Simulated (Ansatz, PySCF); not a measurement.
C₂H₅BBrFO (SMILES CCOB(F)Br), singlet, at a GFN2-xTB geometry, atoms displaced at random by about 0.08 Å a coordinate. Base run: PySCF with R2SCAN/STO-3G, gradient.

Here is a job for PySCF.
```python
from pyscf import gto, scf, dft

mol = gto.M(
    atom='''
B    -0.000325   -0.631060    0.650747
F     0.490707   -1.530577    1.452657
Br    1.010523    0.837879    0.229796
O    -1.347587   -0.930766    0.246042
C    -1.898884   -0.096212   -0.973895
C    -1.368465   -0.488081   -2.327174
H    -2.907183   -0.239066   -0.797241
H    -1.671331    0.769347   -0.801402
H    -1.586024   -1.577027   -2.530475
H    -2.133037    0.055695   -2.877157
H    -0.470622   -0.257624   -2.566317
''',
    basis='sto-3g',
    charge=0,
    spin=0,
    verbose=4,
)

mf = dft.RKS(mol)
mf.xc = 'r2scan'
mf.kernel()
g = mf.nuc_grad_method()
grad = g.kernel()
```

Programs used: Ansatz (an electronic-structure program), PySCF; a row that names a program was run with it.

The coordinate followed is x of atom 4.

The base run was repeated with changes; each row names its change, and settings that it needs were set with it.

```tsv
change	dE/dx (Eh/bohr)	net force (Eh/bohr)
base	-0.028324	0.009618
finite difference step (bohr) = 1e-3; conv_tol = 1e-11	-0.028891	-
code = ansatz	-0.028918	0.000000
grids.level = 0; grid_response = on	[?]	0.000000
finite difference step (bohr) = 1e-5; conv_tol = 1e-11	-0.028891	-
grids.level = 1; grid_response = on	-0.028928	0.000000
grids.level = 5; grid_response = off	-0.028420	0.001002
finite difference step (bohr) = 1e-4; conv_tol = 1e-11	-0.028891	-
conv_tol = 1e-6	-0.028335	0.009618
grids.level = 5; grid_response = on	-0.028933	0.000000
finite difference step (bohr) = 0.05; conv_tol = 1e-11	-0.028584	-
density fitting = on	-0.028317	0.009618
```

Question: Fill in the missing entries.

Answer: 
- grids.level = 0; grid_response = on, dE/dx (Eh/bohr): -0.024702

The net force is zero for an exact gradient.
